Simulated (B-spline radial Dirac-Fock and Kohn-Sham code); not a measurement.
f′ and f″ of Ar, 567.6 eV to 3.936 keV

The computed values come from a radial atomic solver: the dispersion relation over Dirac-Hartree-Slater subshell photoionisation cross sections, with the Kissel-Pratt high-energy constant (isolated atom, no bound-bound lines or fine structure). The forward scattering factor is f₀ + f′ + i f″.

Edges near this range: K 3205.9 eV.

```
hν (eV)  λ (Å)  f′ (e)  f″ (e)  tabulated f′  tabulated f″
  567.6  21.84  -1.032   7.137             –          6.72
    909  13.64  -0.296   3.562             –          3.37
   1000  12.40  -0.320   3.068         -0.46          2.90
   1181  10.50  -0.427   2.352         -0.54          2.18
   1209  10.26  -0.447   2.264         -0.56          2.09
   1230  10.08  -0.462   2.202         -0.58          2.03
 1253.6  9.890  -0.479   2.135         -0.59          1.97
 1486.9  8.338  -0.660   1.610         -0.75          1.46
   2000  6.199  -1.077   0.974         -1.15          0.88
   2112  5.870  -1.175   0.887         -1.25          0.81
   2536  4.889  -1.632   0.646         -1.72          0.60
   2589  4.789  -1.706   0.623         -1.78          0.58
   2972  4.172  -2.609   0.489         -2.78          0.47
 2984.4  4.154       ?       ?             ?             ?
   3063  4.048  -3.096   0.463         -3.39          0.44
   3936  3.150  -0.636   3.005         -0.61          2.95
```

Problem. What are f′ and f″ at Ag Lα (2984.4 eV)?

Solution. f′ = -2.661 and f″ = 0.485 electrons (tables: -2.83 and 0.46). By the optical theorem f″ corresponds to a photoabsorption cross section 2 rₑ λ f″ = 11400 b.

Tabulated f′: xraylib 4.2 anomalous scattering factors (Cullen et al., EPDL97); f″: Chantler's tables (J. Phys. Chem. Ref. Data 1995 and 2000). Both are theoretical tables.
